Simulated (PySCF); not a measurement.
Species: C2H8O2S2Si, net charge 0, singlet state. SMILES: CO[Si](OC)(S)S
Coordinates optimised at B3LYP-D3(BJ)/def2-TZVP (Ansatz):
```xyz
15

C     -1.5392    -1.5730    -1.4876
O     -0.7995    -1.3377    -0.2923
Si    -0.0224     0.0512     0.0673
S     -1.4622     1.6169    -0.1094
S      0.8308    -0.1704     2.0112
O      1.2101     0.3970    -0.9446
C      2.3935    -0.3845    -1.0861
H     -0.9600    -1.2987    -2.3724
H     -1.7718    -2.6362    -1.5282
H     -2.4718    -1.0044    -1.4858
H     -0.5753     2.5899     0.1582
H     -0.3364    -0.5009     2.5883
H      2.9297    -0.0168    -1.9598
H      3.0337    -0.2830    -0.2068
H      2.1557    -1.4411    -1.2298
```
Charge 0, spin multiplicity 1.

Dispersion corrections to the total energy (kcal/mol) from the dftd3 and dftd4 libraries through PySCF: D3(BJ) without and D4 with the three-body term, each with the damping fitted for the functional named.

```json
[
 {"functional": "revPBE", "D3(BJ)": "-23.43", "D4": "…"},
 {"functional": "TPSSh", "D3(BJ)": "-12.04", "D4": "-12.82"},
 {"functional": "HF", "D3(BJ)": "-66.69", "D4": "-33.07"},
 {"functional": "CAM-B3LYP", "D3(BJ)": "-8.77", "D4": "-9.25"},
 {"functional": "B2PLYP", "D3(BJ)": "-8.71", "D4": "…"},
 {"functional": "TPSS", "D3(BJ)": "-12.84", "D4": "…"},
 {"functional": "B3LYP", "D3(BJ)": "-17.69", "D4": "-16.71"}
]
```

Problem. Fill in the missing entries.

Solution. 
- revPBE, D4: -28.75
- B2PLYP, D4: -7.36
- TPSS, D4: -14.02
